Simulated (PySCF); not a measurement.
Two species compared at the same levels of theory.

First species: C6H5FNOP.
SMILES: `Cc1cpc(F)nc1C=O`

Second species: CH₈FPSi₂.
InChI=1S/CH8FPSi2/c1-5(2)4-3/h5H,3-4H2,1H3/t5-/m0/s1

Levels: B3LYP/def2-SVPD for dipole moment, HOMO energy, LUMO energy, HOMO–LUMO gap, static isotropic polarisability and electronic spatial extent ⟨r²⟩ about the centre of nuclear charge; TDDFT B3LYP/def2-SVPD for lowest singlet excitation; TDA B3LYP/def2-SVPD for lowest triplet excitation (Tamm–Dancoff); GFN2-xTB for rotational constant A and rotational constant C. Geometries: GFN2-xTB. Each species is one conformer at its optimised geometry, gas phase, non-relativistic unless stated; the electronic structure was computed with PySCF and density fitting.

The conformers computed, where there is a choice (atom-mapped SMILES and torsion angles):
- `[CH3:1][c:2]1[cH:3][p:4][c:5]([F:6])[n:7][c:8]1[CH:9]=[O:10]`: N7–C8–C9–O10 180°
- `[CH3:1][Si@@H:2]([F:3])[SiH2:4][PH2:5]`: C1–Si2–Si4–P5 75°, H–P5–Si4–Si2 -163°, H–P5–Si4–Si2 -70°

| property | column X | column Y |
| --- | --- | --- |
| dipole moment | 2.94 D | 1.77 D |
| HOMO energy | -7.54 eV | -7.35 eV |
| LUMO energy | -3.31 eV | -0.95 eV |
| HOMO–LUMO gap | 4.23 eV | 6.40 eV |
| lowest singlet excitation | 3.03 eV | 5.52 eV |
| lowest triplet excitation (Tamm–Dancoff) | 2.60 eV | 5.17 eV |
| static isotropic polarisability | 108.4 au | 95.8 au |
| electronic spatial extent ⟨r²⟩ about the centre of nuclear charge | 1664 bohr² | 1191 bohr² |
| rotational constant A | 2.075 GHz | 4.108 GHz |
| rotational constant C | 0.622 GHz | 0.968 GHz |

Which column belongs to which species?

Column X is the first species and column Y the second. The first has 15 atoms and 80 electrons, the second 13 and 66.

How does each property change from the first species to the second?

dipole moment -1.17 D; HOMO energy +0.19 eV; LUMO energy +2.36 eV; HOMO–LUMO gap +2.17 eV; lowest singlet excitation +2.49 eV; lowest triplet excitation (Tamm–Dancoff) +2.57 eV; static isotropic polarisability -12.6 au; electronic spatial extent ⟨r²⟩ about the centre of nuclear charge -473 bohr²; rotational constant A +2.033 GHz; rotational constant C +0.346 GHz.

On the first: 1 of the 8 computed singlets lies in the visible range (750 to 380 nm, 1.65 to 3.26 eV), with an oscillator strength of 0.000.

On the second: The principal polarisabilities are 83.8, 92.2 and 111.5 au; their mean is the isotropic value. The polarisability is 14.20 Å³ as a volume (1 au = 0.148185 Å³), or 1.45 au for each of the 66 electrons.
